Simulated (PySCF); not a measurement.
Species: C7H13AlO2.
SMILES with atom numbers: `[CH3:1][C:2]([CH3:3])([CH3:4])[C:5]1=[CH:6][O:7][AlH2-:8][O+:9]=[CH:10]1` (hydrogens: H11, H12, H13 on C1; H14, H15, H16 on C3; H17, H18, H19 on C4; H20 on C6; H21, H22 on Al8; H23 on C10)

Geometry (PBE0-D3(BJ)/def2-SVP, Å), atoms numbered from 1 in this order:
```
atom  x, y, z in Å
C1    -1.7140   -0.8071   -0.9705
C2    -1.0642   -0.0300    0.1843
C3    -1.3415   -0.7492    1.5127
C4    -1.7122    1.3550    0.2475
C5     0.4494    0.0608   -0.0434
C6     1.1285    1.2811   -0.1573
O7     2.3743    1.4409   -0.3441
Al8    3.6928    0.1418   -0.5038
O9     2.4439   -1.2319   -0.3218
C10    1.1957   -1.1256   -0.1401
H11   -2.8019   -0.8874   -0.8182
H12   -1.3184   -1.8308   -1.0545
H13   -1.5391   -0.3006   -1.9320
H14   -0.9459   -1.7765    1.5164
H15   -2.4253   -0.8141    1.6985
H16   -0.8806   -0.2102    2.3545
H17   -1.3250    1.9558    1.0853
H18   -1.5667    1.9227   -0.6847
H19   -2.7965    1.2445    0.3976
H20    0.5510    2.2153   -0.0833
H21    4.2653    0.1412   -1.9858
H22    4.6288    0.1680    0.7801
H23    0.6574   -2.0855   -0.0519
```

Computed with PySCF at PBE0/pcSseg-1, non-relativistic, on one gas-phase PBE0-D3(BJ)/def2-SVP geometry that isn't relaxed in the solvent. The solvent is an IEF-PCM continuum (Bondi radii, 1.10 Å for H, scaled by 1.2). Specific hydrogen bonds and non-electrostatic terms are outside this model.

Gas phase at PBE0/pcSseg-1: HOMO -7.05 eV, LUMO -2.29 eV, dipole 5.08 D.

Task: What does the continuum do to the energy, the frontier levels and the dipole at PBE0/pcSseg-1 in chloroform and dichloromethane?

Result: 
| solvent | ε | E(solvent) − E(gas) (kcal/mol) | polarisation term (kcal/mol) | distortion of the solute (kcal/mol) | HOMO (eV) | LUMO (eV) | dipole (D) |
| --- | --- | --- | --- | --- | --- | --- | --- |
| chloroform | 4.711 | -4.70 | -5.24 | 0.54 | -7.02 | -2.10 | 5.93 |
| dichloromethane | 8.93 | -5.61 | -6.38 | 0.77 | -7.02 | -2.08 | 6.08 |

Polarisation term: ½ Σ q·V over the induced surface charges. Distortion: the rise of the solute's own energy as its density leaves the gas-phase optimum. From chloroform to dichloromethane the lowering changes by a factor 1.19, Onsager's factor (ε − 1)/(2ε + 1) by 1.18 and ε itself by 1.9.

Task: Which radius a makes the point-dipole formula ΔE = −[(ε − 1)/(2ε + 1)]·μ²/a³ give the value in dichloromethane, with the gas-phase dipole?

Result: μ = 1.999 au and |ΔE| = 0.00894 Eh give a = 3.03 Å; the farthest nucleus lies 4.72 Å from the centroid of the nuclei, so such a sphere wouldn't even hold the nuclei. The formula assumes a rigid point dipole at the centre of a sphere.

Task: Give the dipole vector in the frame of the coordinates (D, pointing from negative to positive charge), gas and dichloromethane.

Result: Gas (-5.03, -0.16, 0.73), solvent (-6.02, -0.23, 0.87). Its length changes by +20 % and its direction by less than 1°.

Task: Which ESP-fitted charges (PBE0/pcSseg-1) respond most in chloroform (means over atoms taken as equivalent)?

Result: 
| atoms | environment | gas (e) | solvent (e) | change |
| --- | --- | --- | --- | --- |
| Al8 | aluminium bonded to 2 O and 2 H | +0.879 | +0.929 | +0.050 |
| O7/O9 | oxygen bonded to Al and C | -0.475 | -0.506 | -0.031 |
| H21/H22 | Al–H hydrogen | -0.299 | -0.326 | -0.027 |
| C2 | allylic carbon | +0.558 | +0.577 | +0.019 |
| C1/C3/C4 | methyl carbon | -0.545 | -0.563 | -0.018 |
| C6/C10 | carbon bonded to C, O and H | +0.393 | +0.408 | +0.015 |
| H20/H23 | hydrogen on carbon | +0.067 | +0.078 | +0.011 |
| H11 (×9) | methyl hydrogen | +0.135 | +0.140 | +0.005 |

Task: Which Mayer bond orders change most in chloroform?

Result: 
```csv
bond,length (Å),gas,solvent,change
C6–O7,1.270,1.328,1.300,-0.028
O9–C10,1.266,1.358,1.330,-0.028
Al8–H21,1.589,0.887,0.862,-0.025
Al8–H22,1.589,0.887,0.862,-0.025
O7–Al8,1.858,0.502,0.518,+0.016
Al8–O9,1.865,0.490,0.506,+0.016
C5–C6,1.401,1.410,1.421,+0.011
C10–C5,1.405,1.346,1.356,+0.010
```
